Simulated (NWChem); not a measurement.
System: InBrCl2; SMILES [In]([Cl])([Br])[Cl]

```xyz
4

In     0.0000     0.0000     0.3859
Cl     0.0000    -1.9994     1.5703
Cl     0.0000     1.9994     1.5703
Br     0.0000     0.0000    -2.0657
```
Atoms are numbered in this order, from 1.

All runs use the structure optimised with PBE0/def2-SVP. Not confirmed as a minimum by frequencies. def2 effective core potentials on In; no spin-orbit coupling.

Symmetry labels are those of C2v in the frame above (b1 and b2, or b-type labels, depend on it).

Q: List the 4 lowest vertical singlet excitations from PBE0/def2-SVPD with def2 effective core potentials on In, TDA (NWChem).

A: 
| state | energy (eV) | oscillator strength | symmetry | leading excitation (squared amplitude) |
|---|---|---|---|---|
| S1 | 4.48 | 0.013 | b2 | HOMO → LUMO (0.98) |
| S2 | 4.58 | 0.003 | b1 | HOMO−1 → LUMO (0.99) |
| S3 | 4.92 | 0.027 | b2 | HOMO−2 → LUMO (0.96) |
| S4 | 4.95 | 0.000 | a2 | HOMO−4 → LUMO (0.99) |
